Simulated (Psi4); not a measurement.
Hf, charge -1, doublet (a state made from the parent by changing its charge; the spin is typed, not shown lowest) (core potentials on Hf) (a gas-phase anion, which may not be bound at this level); HF/def2-SV(P) (Psi4).

The Psi4 input:
```
memory 2 GB

molecule mol {
-1 2
  Hf    0.000000    0.000000    0.000000
}

set basis def2-sv(p)
set reference rohf

energy('scf')
print_variables()
```

Question: Predict the main parts of the log of this Psi4 run.

Answer: 
```
   => Loading Basis Set <=

    Name: DEF2-SV(P)
    Role: ORBITAL
    Keyword: BASIS

    !!!  WARNING: ECP capability is in beta. Please check occupations closely.  !!!

         ---------------------------------------------------------
                                   SCF
               by Justin Turney, Rob Parrish, Andy Simmonett
                          and Daniel G. A. Smith
                             ROHF Reference
         ---------------------------------------------------------

  ==> Geometry <==

    Molecular point group: d2h
    Geometry (in Angstrom), charge = -1, multiplicity = 2:

       Center              X                  Y                   Z               Mass
    ------------   -----------------  -----------------  -----------------  -----------------
         HF           0.000000000000     0.000000000000     0.000000000000   179.946557000000

  Running in d2h symmetry.

  Rotational constants: A = ************  B = ************  C = ************ [cm^-1]
  Rotational constants: A = ************  B = ************  C = ************ [MHz]
  Nuclear repulsion =    0.000000000000000

  Charge       = -1
  Multiplicity = 2
  Electrons    = 13
  Nalpha       = 7
  Nbeta        = 6

  ==> Algorithm <==

  SCF Algorithm Type is DF.
  DIIS enabled.
  MOM disabled.
  Fractional occupation disabled.
  Guess Type is CORE.
  Energy threshold   = 1.00e-06
  Density threshold  = 1.00e-06
  Integral threshold = 1.00e-12

  ==> Primary Basis <==

  Basis Set: DEF2-SV(P)
    Blend: DEF2-SV(P)
    Number of shells: 11
    Number of basis functions: 25
    Number of Cartesian functions: 27
    Spherical Harmonics?: true
    Max angular momentum: 2

  Core potential: DEF2-SV(P)
    Number of shells: 4
    Number of ECP primitives: 10
    Number of ECP core electrons: 60
    Max angular momentum: 3

   => Loading Basis Set <=

    Name: (DEF2-SV(P) AUX)
    Role: JKFIT
    Keyword: DF_BASIS_SCF

  ==> Integral Setup <==

  SCF_SUBTYPE=INCORE selected. In-core MEM_DF algorithm will be used.
  Using in-core AOs.

  ==> MemDFJK: Density-Fitted J/K Matrices <==

    J tasked:                   Yes
    K tasked:                   Yes
    wK tasked:                   No
    Algorithm:                 Core
    Schwarz Cutoff:           1E-12
    Mask sparsity (%):       0.0000
    Fitting Condition:        1E-10

   => Auxiliary Basis Set <=

  Basis Set: (DEF2-SV(P) AUX)
    Blend: DEF2-UNIVERSAL-JKFIT
    Number of shells: 45
    Number of basis functions: 227
    Number of Cartesian functions: 341
    Spherical Harmonics?: true
    Max angular momentum: 6

  Minimum eigenvalue in the overlap matrix is 1.8613743925E-02.
  Reciprocal condition number of the overlap matrix is 5.7598570536E-03.
    Using symmetric orthogonalization.

  ==> Pre-Iterations <==

  SCF Guess: Core (One-Electron) Hamiltonian.

   -------------------------------------------------------
    Irrep   Nso     Nmo     Nalpha   Nbeta   Ndocc  Nsocc
   -------------------------------------------------------
     Ag        10      10       3       3       3       0
     B1g        2       2       1       0       0       1
     B2g        2       2       0       0       0       0
     B3g        2       2       0       0       0       0
     Au         0       0       0       0       0       0
     B1u        3       3       1       1       1       0
     B2u        3       3       1       1       1       0
     B3u        3       3       1       1       1       0
   -------------------------------------------------------
    Total      25      25       7       6       6       1
   -------------------------------------------------------

  ==> Iterations <==

                           Total Energy        Delta E     RMS |[F,P]|

    Occupation by irrep:
             Ag   B1g   B2g   B3g    Au   B1u   B2u   B3u
    DOCC [     2,    0,    0,    0,    0,    2,    1,    1 ]
    SOCC [     0,    0,    0,    0,    0,    0,    1,    0 ]
[...]
   @DF-ROHF iter  68:   -47.26964348983186   -3.28110e-04   4.23826e-04 DIIS
   @DF-ROHF iter  69:   -47.26931537991862    3.28110e-04   4.04679e-04 DIIS
   @DF-ROHF iter  70:   -47.26964348983199   -3.28110e-04   4.23826e-04 DIIS
   @DF-ROHF iter  71:   -47.26931537991902    3.28110e-04   4.04679e-04 DIIS
   @DF-ROHF iter  72:   -47.26964348983223   -3.28110e-04   4.23826e-04 DIIS
   @DF-ROHF iter  73:   -47.26931537991902    3.28110e-04   4.04679e-04 DIIS
   @DF-ROHF iter  74:   -47.26964348983195   -3.28110e-04   4.23826e-04 DIIS
   @DF-ROHF iter  75:   -47.26931537991887    3.28110e-04   4.04679e-04 DIIS
   @DF-ROHF iter  76:   -47.26964348983196   -3.28110e-04   4.23826e-04 DIIS
   @DF-ROHF iter  77:   -47.26931537991909    3.28110e-04   4.04679e-04 DIIS
   @DF-ROHF iter  78:   -47.26964348983182   -3.28110e-04   4.23826e-04 DIIS
   @DF-ROHF iter  79:   -47.26931537991891    3.28110e-04   4.04679e-04 DIIS
   @DF-ROHF iter  80:   -47.26964348983189   -3.28110e-04   4.23826e-04 DIIS
   @DF-ROHF iter  81:   -47.26931537991868    3.28110e-04   4.04679e-04 DIIS
   @DF-ROHF iter  82:   -47.26964348983196   -3.28110e-04   4.23826e-04 DIIS
   @DF-ROHF iter  83:   -47.26931537991877    3.28110e-04   4.04679e-04 DIIS
   @DF-ROHF iter  84:   -47.26964348983179   -3.28110e-04   4.23826e-04 DIIS
   @DF-ROHF iter  85:   -47.26931537991896    3.28110e-04   4.04679e-04 DIIS
   @DF-ROHF iter  86:   -47.26964348983186   -3.28110e-04   4.23826e-04 DIIS
   @DF-ROHF iter  87:   -47.26931537991887    3.28110e-04   4.04679e-04 DIIS
   @DF-ROHF iter  88:   -47.26964348983179   -3.28110e-04   4.23826e-04 DIIS
   @DF-ROHF iter  89:   -47.26931537991911    3.28110e-04   4.04679e-04 DIIS
   @DF-ROHF iter  90:   -47.26964348983162   -3.28110e-04   4.23826e-04 DIIS
   @DF-ROHF iter  91:   -47.26931537991888    3.28110e-04   4.04679e-04 DIIS
   @DF-ROHF iter  92:   -47.26964348983179   -3.28110e-04   4.23826e-04 DIIS
   @DF-ROHF iter  93:   -47.26931537991880    3.28110e-04   4.04679e-04 DIIS
   @DF-ROHF iter  94:   -47.26964348983225   -3.28110e-04   4.23826e-04 DIIS
   @DF-ROHF iter  95:   -47.26931537991865    3.28110e-04   4.04679e-04 DIIS
   @DF-ROHF iter  96:   -47.26964348983222   -3.28110e-04   4.23826e-04 DIIS
   @DF-ROHF iter  97:   -47.26931537991905    3.28110e-04   4.04679e-04 DIIS
   @DF-ROHF iter  98:   -47.26964348983194   -3.28110e-04   4.23826e-04 DIIS
   @DF-ROHF iter  99:   -47.26931537991895    3.28110e-04   4.04679e-04 DIIS
   @DF-ROHF iter 100:   -47.26964348983199   -3.28110e-04   4.23826e-04 DIIS

PsiException: Could not converge SCF iterations in 100 iterations.

  Failed to converge.

Traceback (most recent call last):
  File "psi4", line 375, in <module>
  File "<string>", line 22, in <module>
  File "site-packages/psi4/driver/driver.py", line 533, in energy
  File "site-packages/psi4/driver/procrouting/proc.py", line 2760, in run_scf
  File "site-packages/psi4/driver/procrouting/proc.py", line 2047, in scf_helper
  File "site-packages/psi4/driver/procrouting/scf_proc/scf_iterator.py", line 93, in scf_compute_energy
  File "site-packages/psi4/driver/procrouting/scf_proc/scf_iterator.py", line 86, in scf_compute_energy
  File "site-packages/psi4/driver/procrouting/scf_proc/scf_iterator.py", line 609, in scf_iterate

psi4.driver.p4util.exceptions.SCFConvergenceError: Could not converge SCF iterations in 100 iterations.

Printing out the relevant lines from the Psithon --> Python processed input file:
      Hf    0.000000    0.000000    0.000000
    ""","mol")
    core.IO.set_default_namespace("mol")
    core.set_global_option("BASIS", "def2-sv(p)")
    core.set_global_option("REFERENCE", "rohf")
--> energy('scf')
    print_variables()

!-------------------------------------------------------!
!                                                       !
!  Could not converge SCF iterations in 100 iterations. !
!                                                       !
!-------------------------------------------------------!
```

The run did not converge; its last values are not results.
